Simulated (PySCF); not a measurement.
Two-component Hartree-Fock for In (indium, neutral)

Start: [Kr] 4d10 5s2 5p1; 5p3/2 filled at m_j = +3/2. Calculated with PySCF 2.14 in x2c-TZVPall-2c: generalised Hartree-Fock with the X2C-1e Hamiltonian and a Gaussian nucleus; one run each with spin-orbit coupling (SO) switched off, then screened by Boettger's factors. This is a chosen level, not necessarily the ground level.

```json
{"spinor shell": "1s1/2", "electrons": "2", "ε, spin-free (eV)": "-28081.6", "ε, screened SO (eV)": "-28079.2", "weight of nominal j (screened SO)": "1.000", "rms radius, screened SO (bohr)": "0.0340"}
{"spinor shell": "2s1/2", "electrons": "2", "ε, spin-free (eV)": "-4295.5", "ε, screened SO (eV)": "-4294.8", "weight of nominal j (screened SO)": "1.000", "rms radius, screened SO (bohr)": "0.139"}
{"spinor shell": "2p1/2", "electrons": "2", "ε, spin-free (eV)": "-3848.4", "ε, screened SO (eV)": "-3994.6", "weight of nominal j (screened SO)": "1.000", "rms radius, screened SO (bohr)": "0.120"}
{"spinor shell": "2p3/2", "electrons": "4", "ε, spin-free (eV)": "-3848.4", "ε, screened SO (eV)": "-3781.5", "weight of nominal j (screened SO)": "1.000", "rms radius, screened SO (bohr)": "0.125"}
{"spinor shell": "3s1/2", "electrons": "2", "ε, spin-free (eV)": "-854.14", "ε, screened SO (eV)": "-854.03", "weight of nominal j (screened SO)": "1.000", "rms radius, screened SO (bohr)": "0.371"}
{"spinor shell": "3p1/2", "electrons": "2", "ε, spin-free (eV)": "-704.08", "ε, screened SO (eV)": "-731.41", "weight of nominal j (screened SO)": "1.000", "rms radius, screened SO (bohr)": "0.365"}
{"spinor shell": "3p3/2", "electrons": "4", "ε, spin-free (eV)": "-704.08", "ε, screened SO (eV)": "-691.61", "weight of nominal j (screened SO)": "1.000", "rms radius, screened SO (bohr)": "0.376"}
{"spinor shell": "3d3/2", "electrons": "4", "ε, spin-free (eV)": "-471.75", "ε, screened SO (eV)": "-476.51", "weight of nominal j (screened SO)": "1.000", "rms radius, screened SO (bohr)": "0.350"}
{"spinor shell": "3d5/2", "electrons": "6", "ε, spin-free (eV)": "-471.75", "ε, screened SO (eV)": "-468.54", "weight of nominal j (screened SO)": "1.000", "rms radius, screened SO (bohr)": "0.353"}
{"spinor shell": "4s1/2", "electrons": "2", "ε, spin-free (eV)": "-144.33", "ε, screened SO (eV)": "-144.37", "weight of nominal j (screened SO)": "1.000", "rms radius, screened SO (bohr)": "0.907"}
{"spinor shell": "4p1/2", "electrons": "2", "ε, spin-free (eV)": "-97.292", "ε, screened SO (eV)": "-102.16", "weight of nominal j (screened SO)": "1.000", "rms radius, screened SO (bohr)": "0.971"}
{"spinor shell": "4p3/2", "electrons": "4", "ε, spin-free (eV)": "-97.292", "ε, screened SO (eV)": "-95.166", "weight of nominal j (screened SO)": "1.000", "rms radius, screened SO (bohr)": "1.00"}
{"spinor shell": "4d3/2", "electrons": "4", "ε, spin-free (eV)": "-27.490", "ε, screened SO (eV)": "-28.121", "weight of nominal j (screened SO)": "0.997", "rms radius, screened SO (bohr)": "1.26"}
{"spinor shell": "4d5/2", "electrons": "6", "ε, spin-free (eV)": "-27.490", "ε, screened SO (eV)": "-27.174", "weight of nominal j (screened SO)": "0.998", "rms radius, screened SO (bohr)": "1.28"}
{"spinor shell": "5s1/2", "electrons": "2", "ε, spin-free (eV)": "-10.777", "ε, screened SO (eV)": "-10.815", "weight of nominal j (screened SO)": "0.999", "rms radius, screened SO (bohr)": "2.91"}
{"spinor shell": "5p3/2", "electrons": "1", "ε, spin-free (eV)": "-5.338", "ε, screened SO (eV)": "-5.250", "weight of nominal j (screened SO)": "1.000", "rms radius, screened SO (bohr)": "4.04"}
```

| quantity | spin-free | screened SO |
| --- | --- | --- |
| E (hartree) | -5877.62028 | -5878.90003 |
| M_J | 3/2 | 3/2 |
| ⟨J²⟩ | 3.764 | 3.763 |
| ⟨L²⟩ | 2.010 | 2.026 |
| ⟨S²⟩ | 0.754 | 0.771 |

Each row is a mean over spinors that exchange with the open shell spreads, by up to 1.449 eV (5s1/2).

Breit and QED terms are absent; they matter most for the inner s and p1/2 levels.

Densities and radii are taken from the X2C orbitals without a picture-change correction, which distorts them close to the nucleus.

Without spin-orbit coupling the j labels of p, d and f shells carry no meaning; the spin-free column gives the mean over the occupied spinors of each nl shell.
